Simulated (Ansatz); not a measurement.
BF3, charge -1, doublet, geometry from GFN2-xTB (a state made from the parent by changing its charge; the spin is typed, not shown lowest) (a gas-phase anion, which may not be bound at this level), with bond 3-1 at 2.2 times its length; PBE0/6-31G** run with Ansatz (a program for electronic structure).

Ansatz was given this input:
Ansatz 0.2 input:
```yaml
crystal:
  periodic: [false, false, false]
  atoms:
    - {symbol: B, position_ang: [-0.01665964, 0.22066266, 0.40640217]}
    - {symbol: F, position_ang: [-1.17616439, -0.61899512, 0.19030536]}
    - {symbol: F, position_ang: [0.11530314, 2.23624722, -2.05641903]}
    - {symbol: F, position_ang: [1.14209631, -0.64043271, 0.29697767]}
basis:
  gaussian:
    orbitals: 6-31G__.json
hamiltonian:
  xc: pbe0
total_charge: -1
magnetization: {spin_polarized: true, initial_magnetization: 1}
scf: {lower_state_search: off}
```
The basis file holds 6-31G** in the JSON format of the Basis Set Exchange.

Q: What does Ansatz print? Leave out banner, timings and long lists.

A: 
```
Functional definition: PBE0
these checks for a lower state are left out or cut short: stability, starts, cluster_reference, orbital_swaps, neighbouring_geometries, increment
518 factors; integrals over basis functions are off by at most 6.2e-4 eV
mean field evaluation 1: about -8814.6719 eV, gradient 2.1e1 eV
mean field evaluation 2: about -8717.1382 eV, gradient 1.1e2 eV
mean field evaluation 4: about -8816.9078 eV, gradient 4.9e0 eV
mean field evaluation 8: about -8817.1449 eV, gradient 3.0e0 eV
mean field evaluation 16: about -8817.2502 eV, gradient 6.3e-3 eV
mean field -8817.25019257 eV, -324.0279680303 hartree, gradient 3.6e-6 eV, S^2 0.773884; 0 other end points of the search recorded, 0 dependent functions left out
reference -8817.25020407 eV, -324.0279684529 hartree; 17, 16 occupied and 43, 44 virtual orbitals, 518 factors
Total energy: -8817.25020407 eV, -324.0279684529 hartree
Checks for a lower state left out: stability, starts, cluster_reference, orbital_swaps, neighbouring_geometries, increment
```
